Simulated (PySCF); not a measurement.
Molecule: C$_{2}$H$_{9}$NSi, net charge 0, singlet state. SMILES: N(C)([SiH3])C
Structure (B3LYP-D3(BJ)/def2-TZVP (Ansatz) minimum search):
```xyz
13

Si    -0.7131    -0.8091    -0.8012
N      0.0627     0.2883     0.2745
C      0.6908     1.5002    -0.2175
H      0.2163     1.8262    -1.1440
H      0.5848     2.3084     0.5148
H      1.7649     1.3700    -0.4139
C      0.5895    -0.1604     1.5498
H      0.4823     0.6268     2.3044
H      0.0418    -1.0356     1.9016
H      1.6554    -0.4257     1.4972
H      0.2051    -1.6924    -1.5785
H     -1.4930    -0.0165    -1.7804
H     -1.5950    -1.6897     0.0003
```
Charge 0, spin multiplicity 1.

Dispersion corrections to the total energy (kcal/mol) from the dftd3 and dftd4 libraries through PySCF: D3(BJ) without and D4 with the three-body term, each with the damping fitted for the functional named.

| functional | D3(BJ) | D4 |
|---|---|---|
| BP86 | -9.42 | -7.57 |
| BLYP | -12.66 | -12.81 |
| r2SCAN | … | -1.45 |
| BHLYP | -8.03 | -6.59 |
| PW6B95 | -2.98 | -4.89 |
| B3LYP | -10.34 | … |
| revPBE | -15.26 | … |

### Question
Fill in the missing entries.

### Answer

- r2SCAN, D3(BJ): -1.71
- B3LYP, D4: -9.20
- revPBE, D4: -19.06
